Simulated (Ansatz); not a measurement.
Reactions of `C[Se]C(O)F`.

Computed with Ansatz on PBE0-D4/def2-TZVP structures; ΔE is electronic, products minus reactants. CCSD(T)/CBS adds triple-zeta CCSD(T) − MP2 to the extrapolated MP2 energy (def2 sets, frozen cores). This one scheme is used for every species. DFT in def2-TZVPP. Triplets are unrestricted, without spin–orbit coupling. Elements past krypton have def2 core potentials. For In, Se outer-core shells are correlated without core-valence functions, which leaves a few kJ/mol of doubt a bond. Scalar relativity is left out up to krypton. One conformer a species, not always the lowest.

| reaction | HF/CBS(def2) (kJ/mol) | PBE0-D4 (kJ/mol) | B2PLYP (kJ/mol) | CCSD(T)/CBS(def2) (kJ/mol) |
| --- | --- | --- | --- | --- |
| `C[Se]C(O)F` → `COC(F)[SeH]` | 32 | 43 | 41 | 44 |
| `C[Se]C(O)F` → `[CH2]` (triplet) + `OC(F)[SeH]` | 280 | 423 | 418 | 429 |
| `C[Se]C(O)F` → `CC(O)(F)[SeH]` | -30 | -32 | -30 | -33 |
| `C[Se]C(O)F` + H–F → `OC(F)F` + `C[SeH]` | -63 | -31 | -34 | -19 |
| `C[Se]C(O)F` + H₂ → `C[Se]CO` + H–F | -85 | -80 | -80 | -87 |
| `C[Se]C(O)F` + `[SiH3][SeH]` → `C[Se][Se][SiH3]` + `OCF` | -68 | -68 | -65 | -65 |
| `C[Se]C(O)F` + `[CH3][In]([F])[Cl]` → `C[CH2][In]([F])[Cl]` + `OC(F)[SeH]` | 6 | 3 | 5 | 5 |

Largest T1 diagnostic: 0.014, for `[CH3][In]([F])[Cl]`.
